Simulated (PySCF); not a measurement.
**Two-component Hartree-Fock for Ni¹⁹⁺ (nickel, charge +19)**

Start: [He] 2s2 2p5; 2p1/2 filled at m_j = +1/2; 2p3/2 filled at m_j = -3/2, -1/2, +1/2, +3/2. Calculated with PySCF 2.14 in an even-tempered Gaussian basis (18 s from 4.6 bohr⁻², ratio 2.4; 12 p from 6 bohr⁻², ratio 2.4; 5 d from 26 bohr⁻², ratio 2.6; 5 f from 40 bohr⁻², ratio 2.6): generalised Hartree-Fock with the X2C-1e Hamiltonian and a Gaussian nucleus; one run each with spin-orbit coupling (SO) screened by Boettger's factors, then bare. This is a chosen level, not necessarily the ground level.

```tsv
spinor shell	electrons	ε, screened SO (eV)	ε, bare SO (eV)	weight of nominal j (bare SO)	rms radius, bare SO (bohr)
1s1/2	2	-9228.7	-9228.8	1.000	0.0623
2s1/2	2	-1787.3	-1787.3	1.000	0.257
2p1/2	1	-1675.1	-1676.1	1.000	0.226
2p3/2	4	-1649.8	-1649.4	1.000	0.229
```

| quantity | screened SO | bare SO |
| --- | --- | --- |
| E (hartree) | -1292.64678 | -1292.61581 |
| M_J | 1/2 | 1/2 |
| ⟨J²⟩ | 0.750 | 0.750 |
| ⟨L²⟩ | 2.001 | 2.001 |
| ⟨S²⟩ | 0.750 | 0.751 |

Each row is a mean over spinors that exchange with the open shell spreads, by up to 7.222 eV (2p3/2).
